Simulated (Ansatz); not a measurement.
```yaml
crystal:
  periodic: [false, false, false]
  atoms:
    - {symbol: C, position_ang: [-0.454977, 0.815553, 1.102254]}
    - {symbol: C, position_ang: [-0.500652, 0.330557, 0.349769]}
    - {symbol: C, position_ang: [-1.156403, 0.449964, -0.402546]}
    - {symbol: Si, position_ang: [0.245549, -0.614627, 0.423466]}
    - {symbol: Si, position_ang: [1.165416, -0.561459, -0.815613]}
    - {symbol: H, position_ang: [-0.894229, 1.574012, 0.949630]}
    - {symbol: H, position_ang: [0.017444, 0.865753, 1.690759]}
    - {symbol: H, position_ang: [-1.348535, 1.087616, -0.286303]}
    - {symbol: H, position_ang: [-1.402009, -0.145197, -0.393109]}
    - {symbol: H, position_ang: [-0.774978, 0.484238, -1.066338]}
    - {symbol: H, position_ang: [-0.237621, -1.589970, 0.318831]}
    - {symbol: H, position_ang: [0.683655, -0.754897, 1.140633]}
    - {symbol: H, position_ang: [1.696402, 0.177063, -0.719290]}
    - {symbol: H, position_ang: [0.735368, -0.499904, -1.726879]}
    - {symbol: H, position_ang: [1.953866, -1.294897, -0.838191]}
basis:
  gaussian: {orbitals: def2-TZVPP, fitting: {mean_field: def2-universal-jkfit}}
magnetization: {spin_polarized: true, initial_magnetization: 2}
hamiltonian: {xc: {name: PBE0-DH}}
scf: {lower_state_search: full}
```

```sh
$ ansatz run in.yaml --threads 4 --pin off --events-out ev --progress --plain --max-ram 10444MiB
```

It prints (some lines left out):

```
Functional definition: PBE0-DH
661 factors; integrals over basis functions are off by at most 9.1e-1 eV
mean field evaluation 1: about -18863.1311 eV, gradient 1.1e2 eV
mean field evaluation 2: about -18863.1342 eV, gradient 1.1e2 eV
mean field evaluation 4: about -18899.7105 eV, gradient 2.3e1 eV
mean field evaluation 8: about -18903.7004 eV, gradient 1.4e0 eV
mean field evaluation 16: about -18903.7685 eV, gradient 3.7e-2 eV
mean field evaluation 32: about -18903.7686 eV, gradient 4.2e-6 eV
mean field -18903.76864349 eV, -694.7006842138 hartree, gradient 4.2e-6 eV, S^2 2.011556; 10 other end points of the search recorded, 0 dependent functions left out
13 core orbitals not correlated: weight in the atoms' cores, before any rotation towards them, 0.999 or more for the frozen orbitals, at most 0.000 for the correlated occupied ones
reference -18903.76866806 eV, -694.7006851165 hartree; 16, 14 occupied and 288, 290 virtual orbitals, 661 factors
second order -27.57815589 eV of doubles, -0.00000000 eV of singles
Total energy: -18907.21593755 eV, -694.8273699335 hartree
```

**Question.** What is wrong with this run?

**Answer.** The geometry is squeezed to about two thirds of its size. The calculation finished and met its thresholds. The result belongs to that input, not to the molecule as meant.
